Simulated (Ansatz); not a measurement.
cis-Sn(H2O)2Cl4 (SnCl₄O₂H₄). Total charge 0; singlet. Geometry PBE0-D4/def2-SVP.

| atom | x (Å) | y (Å) | z (Å) |
| --- | --- | --- | --- |
| Sn1 | -0.7309 | -0.0456 | 0.2130 |
| O2 | 1.2171 | 1.0917 | 0.8165 |
| H3 | 1.5788 | 0.4767 | 1.4789 |
| H4 | 0.9184 | 1.8719 | 1.3092 |
| Cl5 | -2.3559 | -1.5080 | -0.6744 |
| O6 | 0.7065 | -0.9707 | -1.3778 |
| H7 | 0.5829 | -0.3417 | -2.1106 |
| H8 | 0.2843 | -1.7974 | -1.6588 |
| Cl9 | -1.7816 | 1.2492 | 1.8824 |
| Cl10 | -0.7732 | 1.5968 | -1.5235 |
| Cl11 | 0.3537 | -1.6231 | 1.6451 |

In the def2 sets Sn takes a core potential, while STO-3G treats all electrons; there is no spin–orbit coupling.

Q: Estimate the orbital energies around the gap (eV) in Ansatz with HF/STO-3G, HF/def2-TZVP, HF/def2-TZVPD, PBE-D4/def2-TZVP, B97M-V/def2-TZVP.

A: 
```json
{"orbital": "HOMO−9", "HF/STO-3G": "-11.64", "HF/def2-TZVP": "-13.68", "HF/def2-TZVPD": "-13.68", "PBE-D4/def2-TZVP": "-8.75", "B97M-V/def2-TZVP": "-9.27"}
{"orbital": "HOMO−8", "HF/STO-3G": "-11.07", "HF/def2-TZVP": "-13.15", "HF/def2-TZVPD": "-13.16", "PBE-D4/def2-TZVP": "-8.40", "B97M-V/def2-TZVP": "-8.89"}
{"orbital": "HOMO−7", "HF/STO-3G": "-10.84", "HF/def2-TZVP": "-13.12", "HF/def2-TZVPD": "-13.12", "PBE-D4/def2-TZVP": "-8.10", "B97M-V/def2-TZVP": "-8.58"}
{"orbital": "HOMO−6", "HF/STO-3G": "-10.63", "HF/def2-TZVP": "-12.87", "HF/def2-TZVPD": "-12.88", "PBE-D4/def2-TZVP": "-7.98", "B97M-V/def2-TZVP": "-8.45"}
{"orbital": "HOMO−5", "HF/STO-3G": "-10.60", "HF/def2-TZVP": "-12.75", "HF/def2-TZVPD": "-12.76", "PBE-D4/def2-TZVP": "-7.88", "B97M-V/def2-TZVP": "-8.36"}
{"orbital": "HOMO−4", "HF/STO-3G": "-10.50", "HF/def2-TZVP": "-12.54", "HF/def2-TZVPD": "-12.54", "PBE-D4/def2-TZVP": "-7.82", "B97M-V/def2-TZVP": "-8.29"}
{"orbital": "HOMO−3", "HF/STO-3G": "-10.32", "HF/def2-TZVP": "-12.43", "HF/def2-TZVPD": "-12.44", "PBE-D4/def2-TZVP": "-7.78", "B97M-V/def2-TZVP": "-8.25"}
{"orbital": "HOMO−2", "HF/STO-3G": "-10.31", "HF/def2-TZVP": "-12.39", "HF/def2-TZVPD": "-12.41", "PBE-D4/def2-TZVP": "-7.59", "B97M-V/def2-TZVP": "-8.06"}
{"orbital": "HOMO−1", "HF/STO-3G": "-10.25", "HF/def2-TZVP": "-12.19", "HF/def2-TZVPD": "-12.20", "PBE-D4/def2-TZVP": "-7.41", "B97M-V/def2-TZVP": "-7.88"}
{"orbital": "HOMO", "HF/STO-3G": "-10.05", "HF/def2-TZVP": "-12.16", "HF/def2-TZVPD": "-12.17", "PBE-D4/def2-TZVP": "-7.36", "B97M-V/def2-TZVP": "-7.82"}
{"orbital": "LUMO", "HF/STO-3G": "5.59", "HF/def2-TZVP": "0.96", "HF/def2-TZVPD": "0.48", "PBE-D4/def2-TZVP": "-3.68", "B97M-V/def2-TZVP": "-3.43"}
{"orbital": "LUMO+1", "HF/STO-3G": "7.89", "HF/def2-TZVP": "2.93", "HF/def2-TZVPD": "1.36", "PBE-D4/def2-TZVP": "-0.98", "B97M-V/def2-TZVP": "-0.76"}
{"orbital": "LUMO+2", "HF/STO-3G": "9.05", "HF/def2-TZVP": "3.24", "HF/def2-TZVPD": "1.38", "PBE-D4/def2-TZVP": "-0.60", "B97M-V/def2-TZVP": "-0.35"}
{"orbital": "LUMO+3", "HF/STO-3G": "9.39", "HF/def2-TZVP": "4.20", "HF/def2-TZVPD": "1.73", "PBE-D4/def2-TZVP": "0.10", "B97M-V/def2-TZVP": "0.45"}
{"orbital": "LUMO+4", "HF/STO-3G": "13.27", "HF/def2-TZVP": "4.35", "HF/def2-TZVPD": "1.88", "PBE-D4/def2-TZVP": "0.45", "B97M-V/def2-TZVP": "0.87"}
{"orbital": "LUMO+5", "HF/STO-3G": "13.35", "HF/def2-TZVP": "5.07", "HF/def2-TZVPD": "2.18", "PBE-D4/def2-TZVP": "0.84", "B97M-V/def2-TZVP": "1.28"}
```
